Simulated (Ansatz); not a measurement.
Stepwise reaction of `[OH][Ga]([SH])[SH]` with hydrogen chloride, as a gas-phase model of exchange steps in deposition or etching. ΔE in kJ/mol.

Calculated with Ansatz (gas phase, PBE0-D4/def2-TZVP geometries, no zero-point term in ΔE). CCSD(T)/CBS adds triple-zeta CCSD(T) − MP2 to the extrapolated MP2 energy (def2 sets, frozen cores). This one scheme is used for every species. Functionals use def2-TZVPP. B3LYP here is the variant with VWN-RPA as its local correlation; programs differ in this. For Ga outer-core shells are correlated without core-valence functions, which leaves a few kJ/mol of doubt a bond. Scalar relativity is left out up to krypton. One conformer a species, not always the lowest.

```json
{"step": "2", "reaction": "`[OH][Ga]([SH])[Cl]` + HCl → `[OH][Ga]([Cl])[Cl]` + H₂S", "PBE-D4": "-14.5", "B3LYP-D4": "-19.4", "ωB97M-V": "-21.0", "CCSD(T)/CBS": "-17.9"}
```

Problem. Give the row of step 1, `[OH][Ga]([SH])[SH]` + HCl → `[OH][Ga]([SH])[Cl]` + H₂S. (An estimate is asked.)

Solution. Ansatz gave: 
```tsv
step	reaction	PBE-D4	B3LYP-D4	ωB97M-V	CCSD(T)/CBS
1	`[OH][Ga]([SH])[SH]` + HCl → `[OH][Ga]([SH])[Cl]` + H₂S	-26.5	-31.5	-32.6	-28.4
```

Problem. By hand: ΔE of the 2 steps together at CCSD(T)/CBS.

Solution. (-28.4) + (-17.9) = -46.3 kJ/mol, or -23.1 kJ/mol a step.

In ΔE each step is higher than the one before. All are downhill at CCSD(T)/CBS. PBE-D4 differs from CCSD(T)/CBS by 1.9 to 3.4 kJ/mol a step. Isolated molecules leave out the surface, adducts and barriers. Largest T1 diagnostic: 0.013.
